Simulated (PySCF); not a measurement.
# Au⁵⁹⁺: ionisation energy

Au⁵⁹⁺ [Ar] 3d2 (3F) → Au⁶⁰⁺ [Ar] 3d1 (2D), as a difference of total energies. Computed with PySCF 2.14 in an even-tempered Gaussian basis (17 s from 16 bohr⁻², ratio 2.5; 12 p from 21 bohr⁻², ratio 2.5; 7 d from 21 bohr⁻², ratio 2.5; 4 f from 74 bohr⁻², ratio 2.7; 3 g from 110 bohr⁻², ratio 2.7), with scalar relativity by spin-free X2C-1e. Correlated levels: outer shells: [Ne] frozen; virtual orbitals above 40 to 60 times the deepest correlated orbital energy dropped. The calculations carry no spin-orbit coupling.

```json
{"method": "UHF", "ionisation energy (eV)": "6102.2"}
{"method": "LDA", "ionisation energy (eV)": "6099.5"}
{"method": "PBE", "ionisation energy (eV)": "6101.1"}
{"method": "PBE0", "ionisation energy (eV)": "6101.7"}
{"method": "r2SCAN", "ionisation energy (eV)": "6104.0"}
{"method": "BP86", "ionisation energy (eV)": "6101.8"}
{"method": "M06-L", "ionisation energy (eV)": "6103.4"}
{"method": "MP2 (outer shells)", "ionisation energy (eV)": "6101.7"}
{"method": "SCS-MP2 (outer shells)", "ionisation energy (eV)": "6101.7"}
```

Spin-orbit coupling is strong in these open shells (close to jj coupling). The scalar numbers leave it out and a first-order estimate fails, so it can dominate the gap to the real levels.

Breit and QED terms and the two-electron picture change are absent.

For comparison: 6156 ± 7 eV (theoretical estimate listed by NIST; NIST Atomic Spectra Database, ionization energies).
